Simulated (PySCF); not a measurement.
## Shapes and spin states of MnSe2

All numbers come from PBE0 in PySCF with Mn def2-SVP, Se def2-SVP; no relativity; density-fitted integrals.

Relaxations began from a few typed shapes and spin states; open shells are unrestricted. The search is not exhaustive: other isomers or separated fragments can lie lower, and high-lying points may rest on an excited occupation.

Which is the lowest minimum found?
A. broken-symmetry Ms = 3/2 (⟨S²⟩ 5.47) D∞h: Mn–Se 2.335 Å (×2); Se–Mn–Se 180.0°
B. broken-symmetry Ms = 3/2 (⟨S²⟩ 5.20) D∞h: Mn–Se 2.275 Å (×2); Se–Mn–Se 180.0°
C. broken-symmetry Ms = 3/2 (⟨S²⟩ 5.60) C2v: Mn–Se 2.550 Å (×2), Se–Se 2.295 Å; Mn–Se–Se 63.3° (×2), Se–Mn–Se 53.5°
D. broken-symmetry Ms = 1/2 (⟨S²⟩ 2.91) C2v: Mn–Se 2.199 Å (×2); Se–Mn–Se 128.3°
E. broken-symmetry Ms = 1/2 (⟨S²⟩ 2.90) D∞h: Mn–Se 2.222 Å (×2); Se–Mn–Se 180.0°

A. The others lie at 17.0 (broken-symmetry Ms = 3/2 D∞h), 61.7 (broken-symmetry Ms = 3/2 C2v), 167.1 (broken-symmetry Ms = 1/2 C2v), 198.5 (broken-symmetry Ms = 1/2 D∞h, a saddle point) kJ/mol above it.

For the lowest minimum: the determinant is spin-contaminated (⟨S²⟩ = 5.47, pure value 3.75). Other spin states or occupations of the open shell can lie lower.
